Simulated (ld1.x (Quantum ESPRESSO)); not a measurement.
## What one change does to a pseudopotential (Sb (Z = 51), TM semilocal)

| Property | Result |
| --- | --- |
| Element | antimony (Sb) |
| Generator | ld1.x (Quantum ESPRESSO) 7.5 |
| Type | norm-conserving Troullier–Martins (semilocal form) |
| Functional | LDA (PZ) |
| Relativity | scalar-relativistic |
| Frozen core | [Kr] |
| Valence charge | 15 |
| Reference configuration | 4d10 5s2 5p3 |
| Partial waves | 5s (bound): rc 1.55 bohr; 4d (bound): rc 0.95 bohr; 5p (bound): rc 2.15 bohr |
| Local potential | the p channel |
| Core correction | a·sin(br)/r model core inside 0.70 bohr |

Change: wave 5s (bound): rc 1.55 bohr becomes 5s (bound): rc 2.16 bohr.

Cutoffs: the cutoffs (Ry, on a coarse ladder) from which the occupation-weighted sum of valence levels, in a spherical-Bessel basis at the reference potential, stays within 10 and 1 mRy of its value at 400 Ry; they do not see the model core or the augmentation charge, which bear on the density cutoff. Errors are all-electron minus pseudo energies relative to the spin-unpolarised reference configuration.

Predict the effect on cutoff, ghosts and configuration errors.

The potential gets neither clearly harder nor softer (120 Ry and 160 Ry → 120 Ry and 160 Ry); the d channel sets the loose cutoff, while the largest relative change is in s, which becomes softer; of the 9 tests that both files solve, the error grows in 3 and shrinks in 0 by more than 15 % and 0.3 meV (median size 2.5 → 3.4 meV); neither file shows a bound ghost. More of the atom is replaced by a form fitted at one configuration, so other configurations suffer. A semilocal file is local in each channel, so a ghost entry of none says nothing of the separable form that plane-wave codes build from it.

| quantity | base | changed |
| --- | --- | --- |
| cutoff, loose | 120 Ry | 120 Ry |
| cutoff, tight | 160 Ry | 160 Ry |
| loose cutoff by channel (10 mRy a level) | s 30 Ry, d 90 Ry, p 10 Ry | s 12 Ry, d 90 Ry, p 10 Ry |
| bound ghosts | none | none |
| error for 4d10 5s2 5p2, meV [ΔE 8.52 eV] | -0.8 | -0.8 |
| error for 4d10 5s2 5p1, meV [ΔE 24.77 eV] | -0.5 | -0.5 |
| error for 4d10 5s2 5p0, meV [ΔE 49.56 eV] | -2.5 | -3.4 |
| error for 4d10 5s2 5p2.5, meV [ΔE 3.36 eV] | -0.5 | -0.5 |
| error for 4d9 5s2 5p3, meV [ΔE 40.80 eV] | -149 | -199 |
| error for 4d10 5s2 5p3.3, meV [ΔE -1.21 eV] | +0.4 | +0.4 |
| error for 4d9 5s2 5p4, meV [ΔE 31.00 eV] | -225 | -263 |
| error for 4d10 5s2 5p3 (spin-polarised), meV [ΔE -1.09 eV] | +10 | +9.9 |
| error for 4d10 5s2 5p2 (spin-polarised), meV [ΔE 7.93 eV] | +4.7 | +4.6 |
| s: phases at 2.34 bohr within 0.05 rad from the reference energy up to (Ry; the scan ends near 5) | 1.9 | 2.8 |
| p: phases at 2.34 bohr within 0.05 rad from the reference energy up to (Ry; the scan ends near 5) | 4.0 | 4.0 |
| d: phases at 2.34 bohr within 0.05 rad from the reference energy up to (Ry; the scan ends near 5) | to the end of the scan | to the end of the scan |
